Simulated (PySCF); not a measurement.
# RuO₃ + F₂ → RuOF₂ + O₂

Level: PBE0 in the def2-TZVP basis family, computed in PySCF with density fitting; scalar-relativistic core potentials for atoms from Rb on, none lighter, no spin–orbit coupling; open shells unrestricted.

| species | state and structure | E (Eh) | ZPE (kJ/mol) | H(298 K) − H(0) (kJ/mol) | S° (J/(mol K)) |
| --- | --- | --- | --- | --- | --- |
| RuO₃ | singlet, D3h, Ru–O 1.660 Å (×3) | -320.36646 | 22.7 | 14.2 | 286.3 |
| F₂ | singlet, D∞h, F–F 1.376 Å | -199.40856 | 6.6 | 8.7 | 201.9 |
| RuOF₂ | triplet, C2v, Ru–F 1.847 Å (×2), Ru–O 1.638 Å; F–Ru–F 116.3°, F–Ru–O 121.8° (×2) | -369.65239 | 17.8 | 15.2 | 313.1 |
| O₂ | triplet, D∞h, O–O 1.193 Å | -150.23561 | 10.3 | 8.7 | 204.9 |

**Question.** What is the electronic reaction energy?

**Answer.** At PBE0/def2-TZVP, ΔE = -296.6 kJ/mol from the differences of the total energies times 2625.5, downhill. Fluorination of this kind underlies dry etching and chamber cleaning.

**Question.** Add zero-point, thermal and entropy terms for 298.15 K and 1 bar.

**Answer.** ΔZPE = -1.2 and Δ[H(298) − H(0)] = 1.0 kJ/mol give ΔH° = -296.8 kJ/mol. ΔS° = 29.8 J/(mol K), so ΔG° = -296.8 − 298.15 × (0.0298) = -306 kJ/mol.

Open d or f shells are single determinants, so the state found may not be the ground state. Each species is the lowest minimum found with this bonding; other isomers or fragments can lie lower.
